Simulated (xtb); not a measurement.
C₆H₁₂O₂, triplet, at a GFN2-xTB geometry of the parent state (a higher spin typed on purpose: for a closed-shell molecule this is an excited state); GFN2-xTB (xtb 6.7.1).

Here is a job for xtb.
```
$ xtb mol.xyz --gfn 2 --chrg 0 --uhf 2 --json

# file mol.xyz
20

C     -3.89440677     0.59454652    -0.33914431
C     -2.68001968    -0.31588928    -0.20491072
C     -1.38482384     0.48734588    -0.11951388
C     -0.17218977    -0.42092200     0.01524335
O      1.00033746     0.39177182     0.08275542
C      2.16802990    -0.25184192     0.17766581
C      3.31561892     0.72248799     0.23727749
O      2.26799694    -1.44948390     0.20894184
H     -3.81830555     1.20228703    -1.23782775
H     -4.80696323     0.00670346    -0.39843415
H     -3.96943663     1.25962206     0.51805895
H     -2.78316202    -0.93130463     0.69123698
H     -2.63196905    -0.98823606    -1.06403610
H     -1.41976689     1.15834622     0.74057834
H     -1.26798427     1.09989802    -1.01525903
H     -0.23298041    -1.03303909     0.92249391
H     -0.08587689    -1.09870449    -0.84185072
H      3.18703026     1.38072010     1.09268432
H      3.31828247     1.33210993    -0.66271262
H      4.25120428     0.17893113     0.32178314
```

Output, abridged:

```
   ID    Z sym.   atoms
    1    6 C      1-4, 6, 7
    2    8 O      5, 8
    3    1 H      9-20

           -------------------------------------------------
          |                Calculation Setup                |
           -------------------------------------------------

           -------------------------------------------------
          |                 G F N 2 - x T B                 |
           -------------------------------------------------

          ...................................................
          :                      SETUP                      :
          :.................................................:
          :  # basis functions                  44          :
          :  # atomic orbitals                  44          :
          :  # shells                           28          :
          :  # electrons                        48          :
          :  max. iterations                   250          :
          :  Hamiltonian                  GFN2-xTB          :
          :  restarted?                      false          :
          :  GBSA solvation                  false          :
          :  PC potential                    false          :
          :  electronic temp.          300.0000000     K    :
          :  accuracy                    1.0000000          :
          :  -> integral cutoff          0.2500000E+02      :
          :  -> integral neglect         0.1000000E-07      :
          :  -> SCF convergence          0.1000000E-05 Eh   :
          :  -> wf. convergence          0.1000000E-03 e    :
          :  Broyden damping             0.4000000          :
          :  net charge                          0          :
          :  unpaired electrons                  2          :
          ...................................................

 iter      E             dE          RMSdq      gap      omega  full diag
   1    -27.1880418 -0.271880E+02  0.353E+00    5.48       0.0  T
   2    -27.2234117 -0.353699E-01  0.196E+00    5.09       1.0  T
   3    -27.2212828  0.212895E-02  0.814E-01    5.49       1.0  T
   4    -27.2230077 -0.172495E-02  0.393E-01    5.16       1.0  T
   5    -27.2253385 -0.233078E-02  0.106E-01    5.33       1.0  T
   6    -27.2254267 -0.881858E-04  0.564E-02    5.40       1.0  T
   7    -27.2254330 -0.627766E-05  0.270E-02    5.38       1.0  T
   8    -27.2254378 -0.486424E-05  0.518E-03    5.39       4.3  T
   9    -27.2254381 -0.212890E-06  0.253E-03    5.39       8.8  T
  10    -27.2254381 -0.360024E-07  0.744E-04    5.39      30.0  T
  11    -27.2254381 -0.457970E-08  0.303E-04    5.39      73.7  T

   *** convergence criteria satisfied after 11 iterations ***

 transition dipole moment (au) for excitation:          24          25
     X       Y       Z
  -0.0196   0.0082   0.1209  total (au/Debye):    0.123   0.312
 dE (eV)             :    6.234
 oscillator strength :  0.32533E-02

         :::::::::::::::::::::::::::::::::::::::::::::::::::::
         ::                     SUMMARY                     ::
         :::::::::::::::::::::::::::::::::::::::::::::::::::::
         :: total energy             -26.907255232937 Eh    ::
         :: gradient norm              0.201899789416 Eh/a0 ::
         :: HOMO-LUMO gap              5.388524989134 eV    ::
         ::.................................................::
         :: SCC energy               -27.225487109875 Eh    ::
         :: -> isotropic ES            0.034530445521 Eh    ::
         :: -> anisotropic ES          0.000316472965 Eh    ::
         :: -> anisotropic XC          0.005300511816 Eh    ::
         :: -> dispersion             -0.010918033113 Eh    ::
         :: repulsion energy           0.318231876937 Eh    ::
         :: add. restraining           0.000000000000 Eh    ::
         :: total charge              -0.000000000000 e     ::
         :::::::::::::::::::::::::::::::::::::::::::::::::::::

           -------------------------------------------------
          |                Property Printout                |
           -------------------------------------------------

    * Orbital Energies and Occupations

         #    Occupation            Energy/Eh            Energy/eV
      -------------------------------------------------------------
         1        2.0000           -0.7191995             -19.5704
       ...           ...                  ...                  ...
        13        2.0000           -0.5089812             -13.8501
        14        2.0000           -0.5068862             -13.7931
        15        2.0000           -0.4929246             -13.4132
        16        2.0000           -0.4884786             -13.2922
        17        2.0000           -0.4861253             -13.2281
        18        2.0000           -0.4716175             -12.8334
        19        2.0000           -0.4699894             -12.7891
        20        2.0000           -0.4533094             -12.3352
        21        2.0000           -0.4507108             -12.2645
        22        2.0000           -0.4408879             -11.9972
        23        1.9930           -0.4301880             -11.7060
        24        1.0070           -0.4207665             -11.4496
        25        1.0000           -0.1916757              -5.2158 (HOMO)
        26                          0.0063489               0.1728 (LUMO)
        27                          0.0851226               2.3163
        28                          0.1106763               3.0117
        29                          0.1176114               3.2004
        30                          0.1348924               3.6706
        31                          0.1419156               3.8617
        32                          0.1535678               4.1788
        33                          0.1651535               4.4941
        34                          0.1720333               4.6813
        35                          0.1771779               4.8213
        36                          0.1777269               4.8362
       ...                                ...                  ...
        44                          0.6839769              18.6120
      -------------------------------------------------------------
                  HL-Gap            0.1980246 Eh            5.3885 eV
             Fermi-level           -0.2590703 Eh           -7.0497 eV

     #   Z          covCN         q      C6AA      α(0)
     1   6 C        3.752    -0.106    22.578     6.776
     2   6 C        3.802    -0.053    21.534     6.607
     3   6 C        3.802    -0.064    21.719     6.635
     4   6 C        3.704     0.091    19.214     6.267
     5   8 O        1.704    -0.285    18.741     5.845
     6   6 C        2.716     0.210    23.545     7.943
     7   6 C        3.753    -0.084    22.155     6.712
     8   8 O        0.856    -0.323    20.197     6.025
     9   1 H        0.925     0.042     2.424     2.435
    10   1 H        0.925     0.046     2.372     2.409
    11   1 H        0.925     0.042     2.424     2.435
    12   1 H        0.924     0.039     2.461     2.454
    13   1 H        0.924     0.039     2.460     2.453
    14   1 H        0.924     0.056     2.250     2.346
    15   1 H        0.924     0.056     2.250     2.346
    16   1 H        0.924     0.039     2.457     2.451
    17   1 H        0.924     0.040     2.453     2.449
    18   1 H        0.925     0.071     2.075     2.252
    19   1 H        0.925     0.071     2.076     2.253
    20   1 H        0.925     0.073     2.052     2.240

 Mol. C6AA /au·bohr⁶  :       3015.984278
 Mol. C8AA /au·bohr⁸  :      64020.906021
 Mol. α(0) /au        :         81.331134

Wiberg/Mayer (AO) data.
largest (>0.10) Wiberg bond orders for each atom

 ---------------------------------------------------------------------------
     #   Z sym  total        # sym  WBO       # sym  WBO       # sym  WBO
 ---------------------------------------------------------------------------
     1   6 C    3.984 --     2 C    1.016     9 H    0.987    11 H    0.987
                            10 H    0.979
     2   6 C    3.990 --     1 C    1.016     3 C    0.988    12 H    0.977
                            13 H    0.977
     3   6 C    3.989 --     4 C    0.989     2 C    0.988    15 H    0.974
                            14 H    0.974
     4   6 C    3.936 --     3 C    0.989    17 H    0.968    16 H    0.968
                             5 O    0.956
     5   8 O    2.161 --     6 C    0.994     4 C    0.956     8 O    0.117
     6   6 C    3.365 --     8 O    1.494     5 O    0.994     7 C    0.816
     7   6 C    3.923 --    20 H    0.983    18 H    0.959    19 H    0.959
                             6 C    0.816     8 O    0.149
     8   8 O    1.847 --     6 C    1.494     7 C    0.149     5 O    0.117
     9   1 H    0.998 --     1 C    0.987
    10   1 H    0.990 --     1 C    0.979
    11   1 H    0.998 --     1 C    0.987
    12   1 H    0.998 --     2 C    0.977
    13   1 H    0.998 --     2 C    0.977
    14   1 H    0.996 --     3 C    0.974
    15   1 H    0.996 --     3 C    0.974
    16   1 H    0.997 --     4 C    0.968
    17   1 H    0.997 --     4 C    0.968
    18   1 H    0.994 --     7 C    0.959
    19   1 H    0.994 --     7 C    0.959
    20   1 H    0.994 --     7 C    0.983
 ---------------------------------------------------------------------------

Topologies differ in total number of bonds
Writing topology from bond orders to xtbtopo.mol

molecular dipole:
                 x           y           z       tot (Debye)
 q only:       -0.681       0.761      -0.074
   full:       -0.609       0.769      -0.068       2.500
molecular quadrupole (traceless):
                xx          xy          yy          xz          yz          zz
 q only:        6.442       6.472      -4.529       0.493       0.536      -1.913
  q+dip:        4.395       7.410      -5.610       0.052       0.716       1.216
   full:        5.859       7.559      -5.618       0.275       0.683      -0.241

           -------------------------------------------------
          | TOTAL ENERGY              -26.907255232937 Eh   |
          | GRADIENT NORM               0.201899789416 Eh/α |
          | HOMO-LUMO GAP               5.388524989134 eV   |
           -------------------------------------------------

normal termination of xtb
```
